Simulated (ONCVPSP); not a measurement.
**What one change does to a pseudopotential (Pd (Z = 46), ONCV)**

- Element: Pd (Z = 46)
- Generator: ONCVPSP 4.0.1
- Type: optimised norm-conserving Vanderbilt (ONCV)
- Functional: PBE
- Relativity: scalar-relativistic
- Frozen core: [Ar] 3d10
- Valence charge: 18
- Reference configuration: 4s2 4p6 4d10
- Partial waves: 4s: rc 1.10 bohr, ncon 3, nbas 7, qcut 6.9 1/bohr, 2 projectors, debl 3.9 Ha; 4p: rc 1.20 bohr, ncon 4, nbas 7, qcut 6.7 1/bohr, 2 projectors, debl 2.4 Ha; 4d: rc 1.35 bohr, ncon 4, nbas 7, qcut 8.3 1/bohr, 2 projectors, debl 1.2 Ha
- Local potential: polynomial inside 0.80 bohr (lpopt 5, dvloc0 1 Ha)
- Core correction: Teter function, fcfact 3.5, rcfact 1.75

Change: core correction Teter function, fcfact 3, rcfact 1.15.

Cutoffs: the cutoffs (Ha) at which the residual kinetic energy of the hardest occupied pseudo-wave falls to 1 and 0.1 mHa per electron; they do not see the model core or the augmentation charge, which bear on the density cutoff. Errors are all-electron minus pseudo energies relative to the spin-unpolarised reference configuration.

What does the change do?

The potential gets neither clearly harder nor softer (95 Ha and 164 Ha → 95 Ha and 164 Ha); of the 3 tests that both files solve, the error grows in 0 and shrinks in 1 by more than 15 % and 0.3 meV (median size 3.7 → 2.3 meV); neither file shows a bound ghost. A model core, the more so a compact one, raises the density cutoff, which this test does not measure.

| quantity | base | changed |
| --- | --- | --- |
| cutoff, loose | 95 Ha | 95 Ha |
| cutoff, tight | 164 Ha | 164 Ha |
| bound ghosts | none | none |
| GHOST(+) flags under 300 eV | s at 120.0 eV | s at 120.0 eV |
| tests with a reliable result | 3 of 4 | 3 of 4 |
| error for 4s2 4p6 4d9, meV [ΔE 9.12 eV] | -0.2 | -0.1 |
| error for 4s2 4p6 4d8, meV [ΔE 29.93 eV] | -3.7 | -2.3 |
| error for 4s2 4p5 4d10, meV [ΔE 57.17 eV] | -56 | -53 |
| s: phases at 1.12 bohr within 0.05 rad from the reference energy up to (Ha; the scan ends near 5) | 4.2 | 4.2 |
| p: phases at 1.22 bohr within 0.05 rad from the reference energy up to (Ha; the scan ends near 5) | to the end of the scan | to the end of the scan |
| d: phases at 1.37 bohr within 0.05 rad from the reference energy up to (Ha; the scan ends near 5) | to the end of the scan | to the end of the scan |
| rms error of d²Exc/dni dnj with the model core, mHa | 4.18 | 0.71 |
